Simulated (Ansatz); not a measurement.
Molecule: H₂SiO₂F₂, net charge 0, singlet state. SMILES: O[Si](O)(F)F
Coordinates optimised at B3LYP-D3(BJ)/def2-TZVP (Ansatz, an electronic-structure program):
```xyz
7

O      1.5592    -0.4111    -0.1868
Si     0.0097     0.0006    -0.0100
O     -0.8955    -1.3260     0.2073
F     -0.2108     0.9984     1.2056
F     -0.4072     0.8080    -1.3029
H      1.9201    -1.1263     0.3420
H     -1.8031    -1.2425     0.5098
```

Wanted: vertical triplet-singlet gap, E(triplet) - E(singlet), in eV. Conventions: non-relativistic; no spin-orbit coupling; 6-31G* and kin with 6d, 5d where marked; frozen cores in correlated levels; UHF or UKS for open shells; no dispersion term unless named; each state is the SCF solution reached for its charge and spin. Basis-set limits of correlation are two-point, X^-3; Hartree-Fock from the larger set. Ab initio and DFT rows: single points at B3LYP-D3(BJ) geometries (Ansatz). Levels can end on unlike triplets.

```
species            coefficient  E at PBE/6-31G* (Ansatz), Eh  E at PBE0/def2-TZVPD (Ansatz), Eh
-----------------  -----------  ----------------------------  ---------------------------------
charge 0, triplet           +1                    -640.23498                         -640.48873
charge 0, singlet           -1                    -640.51978                         -640.78566
```

Coupled cluster (Ansatz) is a level with limits of its own, used here on species with T1 under 0.025 (0.045 for open shells) and stable references: CCSD(T)/CBS(aug-cc-pV(T+d)Z,aug-cc-pV(Q+d)Z). Value to compare with, CCSD(T)/CBS(aug-cc-pV(T+d)Z,aug-cc-pV(Q+d)Z) (Ansatz): 8.56 eV. 1 Eh = 27.2114 eV.

Problem. Compute it at each level from the table, and compare with CCSD(T)/CBS(aug-cc-pV(T+d)Z,aug-cc-pV(Q+d)Z) (Ansatz).

Solution. 
- PBE/6-31G*: the sum of coefficient times E is 0.28480 Eh, or 7.750 eV. Result: 7.75 eV. Its difference against CCSD(T)/CBS(aug-cc-pV(T+d)Z,aug-cc-pV(Q+d)Z) (Ansatz) is -0.81 eV.
- PBE0/def2-TZVPD: the sum of coefficient times E is 0.29693 Eh, or 8.080 eV. Result: 8.08 eV. Its difference against CCSD(T)/CBS(aug-cc-pV(T+d)Z,aug-cc-pV(Q+d)Z) (Ansatz) is -0.48 eV.
